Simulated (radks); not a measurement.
Species: Mn. Configuration: [Ar] 3d5 4s1 7f1 (not the ground configuration). All-electron calculation, non-relativistic Kohn-Sham, TPSS, spin-unpolarised, spherical densities, point nucleus; meta-GGA in the generalised Kohn-Sham scheme. Program: a radial shooting solver on a logarithmic mesh with Libxc functionals. Some entries of the table are withheld. Estimate them.

orbital,occ.,eigenvalue (eV),<1/r> (bohr^-1)
1s,2,-6395.275,24.53
2s,2,(1),5.228
2p,6,-636.6991,5.170
3s,2,-92.7063,1.635
3p,6,-62.2811,(2)
3d,5,-14.3280,1.147
4s,1,-10.8469,0.4554
7f,1,-0.2115,0.02413

Answer. 
(1) 2s eigenvalue (eV): -743.0826
(2) 3p <1/r> (bohr^-1): 1.510
